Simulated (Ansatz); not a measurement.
A nudged elastic band was laid between two geometries of ClH₃O₂Si (7 atoms, charge 0, multiplicity 1).

Method: RKS PBE0-D4/6-31G (Ansatz 0.2.0).

```yaml
movable_images: 5
climbing_image: yes
spring: 5.0 eV/Å²
optimiser: quadratic models (default)
start_path: through a guess of the saddle point
force_threshold: 0.03 eV/Å
iteration_limit: 60
end_points: relaxed
```

First end point:

```xyz
7
Properties=species:S:1:pos:R:3
O 0.017 1.401 -0.677
Si 0.161 0.116 0.412
O 0.863 -1.295 -0.200
Cl -1.853 -0.404 1.081
H -0.591 1.494 -1.421
H 0.999 0.583 1.532
H 0.466 -1.964 -0.772
```

Last end point:

```xyz
7
Properties=species:S:1:pos:R:3
O 0.027 1.180 -0.586
Si -0.212 0.577 1.071
O 0.925 -0.832 0.183
Cl -2.025 -0.833 0.747
H -0.271 2.027 -0.942
H 0.960 -0.419 -0.718
H 0.657 -1.767 0.200
```

What changes between the two ends?

Bonds broken: Si2–H6. Bonds formed: O3–H6.

Give the energies along the band, and the barrier.

The run converged. The highest image is number 2 of 0 to 6, 2.62 eV above the first end and 1.93 eV above the last; the last end lies 0.68 eV above the first. Neighbouring images differ by up to 2.0 eV, so the band resolves the path poorly. A vibrational analysis at the climbing image gives one clearly imaginary mode, 1468i cm⁻¹: a first-order saddle point. The orbitals stay closed-shell, which can raise the energy where a bond breaks towards radicals; this wasn't checked here. Limits of this set-up: no polarisation functions.

```tsv
image	path coordinate (Å)	energy (eV)	Si2–H6 (Å)	O3–H6 (Å)
0	0.00	0.00	1.47	2.56
1	0.79	0.66	1.48	2.04
2	1.58	2.62	1.68	1.33
3	2.56	0.88	2.55	0.97
4	3.55	0.75	2.80	0.97
5	4.54	0.74	2.66	0.97
6	5.53	0.68	2.36	0.99
```

What is the geometry of the highest image?


```xyz
7
Properties=species:S:1:pos:R:3:forces:R:3
O -0.135 1.488 -0.805 0.01 0.00 -0.01
Si 0.009 0.434 0.521 0.00 0.00 0.01
O 0.904 -1.105 0.047 -0.02 -0.01 0.02
Cl -2.091 -0.179 0.911 0.00 0.00 0.00
H -0.915 1.648 -1.357 0.00 0.00 0.00
H 1.339 -0.418 1.105 0.00 0.00 -0.01
H 0.951 -1.935 -0.468 0.01 0.01 -0.01
```

Time of the run: 5.7 min on 1 thread of Arm Neoverse V1, with other jobs on the host, peak memory 0.11 GiB.
